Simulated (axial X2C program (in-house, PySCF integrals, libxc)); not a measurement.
Ω levels of ONdO from open-shell CI on f(δφ)1 s1 f(π)0

Calculated with an in-house all-electron X2C program for linear molecules (integrals from PySCF): two-component X2C with atomic mean-field Coulomb and Gaunt terms, basis O dyall-v3z, Nd dyall-v3z (cores contracted in-house). Orbitals come from Hartree–Fock averaged over the configuration Nd f(δφ)1 s1 f(π)0; CI then distributes these electrons over the f(δφ), s, f(π) shells of Nd.

O–Nd–O held linear, both bonds 1.668 Å (near the minimum of the configuration average).

Active spinors (ω > 0):

```json
{"shell": "f(δφ)", "ω": "3/2", "ε (eV)": "3.46", "character": "100% Nd f"}
{"shell": "f(δφ)", "ω": "5/2", "ε (eV)": "3.54", "character": "100% Nd f"}
{"shell": "f(δφ)", "ω": "5/2", "ε (eV)": "3.89", "character": "100% Nd f"}
{"shell": "f(δφ)", "ω": "7/2", "ε (eV)": "4.03", "character": "100% Nd f"}
{"shell": "s", "ω": "1/2", "ε (eV)": "-1.93", "character": "75% Nd s, 18% Nd d"}
{"shell": "f(π)", "ω": "1/2", "ε (eV)": "5.90", "character": "88% Nd f, 8% Nd p"}
{"shell": "f(π)", "ω": "3/2", "ε (eV)": "6.72", "character": "84% Nd f, 10% Nd p"}
```

Lowest levels of this model:

```csv
Ω,energy (cm⁻¹),g∥,configuration
2,0,2.19,100% f(δφ)1 s1
3,143,6.22,100% f(δφ)1 s1
1,2435,0.02,100% f(δφ)1 s1
2,2636,4.02,100% f(δφ)1 s1
4,3214,10.00,100% f(δφ)1 s1
3,3421,6.01,100% f(δφ)1 s1
3,4993,7.78,100% f(δφ)1 s1
2,5188,3.82,100% f(δφ)1 s1
4,24597,6.02,100% f(δφ)2
5,26580,10.01,100% f(δφ)2
```

g∥ is the magnitude of 2⟨Lz + ge Sz⟩ for the +Ω component.

(1) From Ω and g∥ of the lowest level, whose 2⟨Lz + ge Sz⟩ is positive, find ⟨Sz⟩ and ⟨Lz⟩ (ge = 2.0023).

Occupations of the active spinors in the lowest level by ω, shell by shell in order of energy: -7/2: 0.00; -5/2: 0.00 0.00; -3/2: 0.00 0.00; -1/2: 1.00 0.00; 1/2: 0.00 0.00; 3/2: 0.00 0.00; 5/2: 0.70 0.30; 7/2: 0.00. The leading determinant has weight 0.70 among 10.

This point took 6.2 s on 1 thread of Intel(R) Xeon(R) Platinum 8259CL CPU @ 2.50GHz (Skylake/Cascade Lake) (shared host).

There is no dynamic correlation: spin–orbit spacings and, for f shells, spacings inside one term are the most reliable numbers, splittings between terms come out too wide, and energies between configurations are not reliable, so the lowest level need not be the ground state of the molecule. At most 6 roots were kept for each Ω > 0 (twice that for Ω = 0) within 3.5 eV of the lowest, so higher up levels can be missing between those listed; levels with Ω > 0 are doubly degenerate and listed once, Ω = 0 levels singly. States that fill the shells left empty in the average are placed too high. Along the bond the averaged SCF switches between close solutions, so this one may not be the lowest. The molecule was held linear; bending was not examined.

## Answers

(1) Ω = ⟨Lz⟩ + ⟨Sz⟩ = 2 and ⟨Lz⟩ + ge⟨Sz⟩ = 1.095, so ⟨Sz⟩ = -0.90 and ⟨Lz⟩ = 2.90.
